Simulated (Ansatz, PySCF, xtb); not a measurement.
Stretching the Mg1–H2 bond in H2MgSe (SMILES [MgH][SeH]) (multiplicity 1 held, fragments rigid). Energies count from the point at 1.689 Å.
Geometry at that point (charge 0, multiplicity 1):
```xyz
4

Mg    -0.910    -0.799    -1.250
H     -1.792    -1.578    -2.461
Se     0.356     0.356     0.480
H      0.612    -0.934     1.148
```

```json
[
 {"level": "GFN2-xTB", "energy at R = 5.405 Å (kcal/mol)": "81.50", "cost": "-"},
 {"level": "R-HF/3-21G", "energy at R = 5.405 Å (kcal/mol)": "142.33", "cost": "-"},
 {"level": "U-HF/LANL2DZ", "energy at R = 5.405 Å (kcal/mol)": "49.76", "cost": "-"},
 {"level": "R-HF/def2-TZVPPD", "energy at R = 5.405 Å (kcal/mol)": "130.37", "cost": "-"},
 {"level": "U-HF/def2-TZVPPD", "energy at R = 5.405 Å (kcal/mol)": "50.37", "cost": "-"},
 {"level": "R-PBE/def2-TZVPPD", "energy at R = 5.405 Å (kcal/mol)": "89.45", "cost": "×1"},
 {"level": "U-PBE/def2-TZVPPD", "energy at R = 5.405 Å (kcal/mol)": "66.46", "cost": "-"},
 {"level": "U-r2SCAN/def2-TZVPPD", "energy at R = 5.405 Å (kcal/mol)": "67.73", "cost": "-"},
 {"level": "R-B3LYP/def2-TZVPPD", "energy at R = 5.405 Å (kcal/mol)": "99.26", "cost": "×2"},
 {"level": "U-B3LYP/def2-TZVPPD", "energy at R = 5.405 Å (kcal/mol)": "70.54", "cost": "-"},
 {"level": "R-wB97X-V/def2-TZVPPD", "energy at R = 5.405 Å (kcal/mol)": "124.83", "cost": "×3"},
 {"level": "R-MP2/def2-TZVPPD", "energy at R = 5.405 Å (kcal/mol)": "100.17", "cost": "-"},
 {"level": "U-MP2/def2-TZVPPD", "energy at R = 5.405 Å (kcal/mol)": "66.07", "cost": "-"},
 {"level": "U-SCS-MP2/def2-TZVPPD", "energy at R = 5.405 Å (kcal/mol)": "69.57", "cost": "-"},
 {"level": "U-CCSD/def2-TZVPPD", "energy at R = 5.405 Å (kcal/mol)": "70.44", "cost": "-"},
 {"level": "CASSCF(2,2)/def2-TZVPPD", "energy at R = 5.405 Å (kcal/mol)": "60.53", "cost": "-"},
 {"level": "SC-NEVPT2 on CASSCF(2,2)/def2-TZVPPD", "energy at R = 5.405 Å (kcal/mol)": "66.14", "cost": "-"},
 {"level": "FIC-NEVPT4(SD) on CASSCF(2,2)/def2-TZVPPD", "energy at R = 5.405 Å (kcal/mol)": "69.70", "cost": "-"},
 {"level": "FIC-MRCISD on CASSCF(2,2)/def2-TZVPPD", "energy at R = 5.405 Å (kcal/mol)": "69.05", "cost": "-"},
 {"level": "FIC-MRCISD+Q on CASSCF(2,2)/def2-TZVPPD", "energy at R = 5.405 Å (kcal/mol)": "70.36", "cost": "-"}
]
```

The rows run from 49.76 (U-HF/LANL2DZ) to 142.33 kcal/mol (R-HF/3-21G). The 3 R-functionals in def2-TZVPPD without D3 or D4 span 35.37, from R-PBE to R-wB97X-V.

Restricted levels (R-, RO-) in cc, def2 and unpolarised 6-31G sets keep to the state of the molecule at rest. Unrestricted levels (U-) break spin symmetry where that is lower. Active spaces are followed from a long bond inwards. Curves can end on different states.

Frozen-core correlation. Filled d and f shells under p-block atoms count as core. Rows in 3-21G, LANL2DZ carry no dispersion term and start afresh at each structure; the Pople sets are all-electron and without relativity. LANL2DZ brings its own core potentials from Na on.

Doubts at one or more of the structures used: a restricted determinant that unrestricted orbitals would lower (R-HF/3-21G, R-HF/def2-TZVPPD, R-PBE/def2-TZVPPD, R-B3LYP/def2-TZVPPD, R-wB97X-V/def2-TZVPPD, R-MP2/def2-TZVPPD); a spin-contaminated determinant (U-HF/LANL2DZ, U-HF/def2-TZVPPD, U-PBE/def2-TZVPPD, U-r2SCAN/def2-TZVPPD, U-B3LYP/def2-TZVPPD, U-MP2/def2-TZVPPD, U-SCS-MP2/def2-TZVPPD, U-CCSD/def2-TZVPPD).

Programs: Ansatz (a quantum-chemistry and plane-wave program) with Gaussian orbitals; PySCF for 3-21G rows, LANL2DZ rows; xtb for the GFN methods. Each number belongs to the level named beside it. The GFN methods have no spin term and hold the electronic entropy of 300 K.

Costs are rough ratios of core time to R-PBE/def2-TZVPPD (about 5 s over the structures, on one shared machine); a dash marks a level with no comparable run of its own.
